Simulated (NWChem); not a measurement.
# C4H2F2O; SMILES Fc1coc(F)c1

```xyz
9

F      0.4264     2.3960     0.0000
C      0.0901     1.1212     0.0000
C     -1.1741     0.6196     0.0000
O     -1.0884    -0.7445     0.0000
C      0.1988    -1.0577     0.0000
F      0.4626    -2.3335     0.0000
C      1.0139     0.0296     0.0000
H     -2.1647     1.0602     0.0000
H      2.0990     0.0575     0.0000
```
Atoms are numbered in this order, from 1.

All runs: NWChem. Pople sets run with spherical d functions. Medium grid unless said otherwise, to which SCAN and Minnesota functionals are sensitive. Structure relaxed at the PBE0/def2-SVP level. Total energies of different functionals are on different scales.

| level | energy (Ha) | highest occupied level (eV) | orbital gap (eV) | dipole (D) |
|---|---|---|---|---|
| B3LYP/6-31G* | -428.4665 | -6.22 | 6.66 | 0.19 |
| PBE/6-31G* | -428.0223 | -5.22 | 4.97 | 0.12 |
| r2SCAN/6-31G* | -428.2681 | -5.52 | 5.34 | 0.16 |
| LDA (Slater exchange, PW92)/6-31G* | -425.2795 | (withheld) | 4.94 | 0.16 |
| PW91/6-31G* | -428.3422 | -5.27 | 4.96 | 0.13 |
| LRC-wPBEh/6-31G* | -428.0771 | -8.35 | 10.73 | 0.18 |
| r2SCAN0/6-31G* | -428.2130 | -6.68 | 7.35 | 0.21 |
| BHandHLYP/6-31G* | -428.2684 | -7.53 | 9.24 | 0.25 |

Question: Complete the blanks.

Answer: 
- LDA (Slater exchange, PW92)/6-31G*, highest occupied level (eV): -5.42
